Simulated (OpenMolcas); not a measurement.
An atom or ion with 4 electrons was computed by SS-CASPT2, IPEA 0.25 Eh, imaginary shift 0.1 Eh with spin-orbit coupling (OpenMolcas, ANO-RCC-VTZP, DKH2). The lowest levels that the run gave, each within 12 % of the measured value where one is at hand:

| J | Parity | E (cm⁻¹) | g |
| --- | --- | --- | --- |
| 0 | even | 0.0 |  |
| 0 | odd | 37290 |  |
| 1 | odd | 37297 | 1.501 |
| 2 | odd | 37312 | 1.501 |
| 1 | odd | 75602 | 1.000 |
| 0 | even | 99192 |  |
| 1 | even | 99200 | 1.501 |
| 2 | even | 99214 | 1.501 |
| 2 | even | 104795 | 1.000 |
| 0 | even | 131326 |  |

Task: Which ion is it, and what are the configurations and terms?

Result: B+ (Z = 5, charge +1; active space 2 electrons in 4 orbitals (2s 2p)). J, parity and g give the terms where levels are pure, and mixed ones are named by the computed weights; the size of the splittings, set against known spectra of the 4-electron sequence, gives the charge. In order, with the measured energies in cm⁻¹ (NIST Handbook of Basic Atomic Spectroscopic Data): 2s² ¹S₀, 2s 2p ³P°₀ (37336), 2s 2p ³P°₁ (37342), 2s 2p ³P°₂ (37358), 2s 2p ¹P°₁ (73397), 2p² ³P₀ (98911), 2p² ³P₁ (98920), 2p² ³P₂ (98933), 2p² ¹D₂ (102363), 2p² ¹S₀ (127661).

Computed and measured levels are paired by configuration, term and J; levels that our copy of the source lacks, or whose pairing is in doubt (as where it misses far off the trend of its configuration), stay unpaired and out of the deviations. Levels of configurations outside the active space are missing.

° marks odd parity.
